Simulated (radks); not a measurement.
Problem. These are the eigenvalues of the occupied orbitals of an atom or ion with whole-number occupations (eV). Method: non-relativistic Kohn-Sham, PBE, spin-polarised, spherical densities, point nucleus; computed with a radial shooting solver on a logarithmic mesh with Libxc functionals.

1s: -10125.46
2s: -1265.290
2p: -1124.854
3s: -176.6804
3p: -131.0986
3d: -52.8523

Which element is it, and in what charge state? The configuration may be excited. Open shells, if any, are filled with parallel spins first.

Solution. Z = 31, gallium, charge +3: Ga3+ in [Ar] 3d10. The list shows which subshells hold electrons but not how many an open one holds; the 1s level, -372.1 hartree, gives Z - s = 27.3 by -(Z - s)^2/2, which with screening narrows Z to a few neighbours, and the depths of the outer levels then fix element, charge and occupations together.
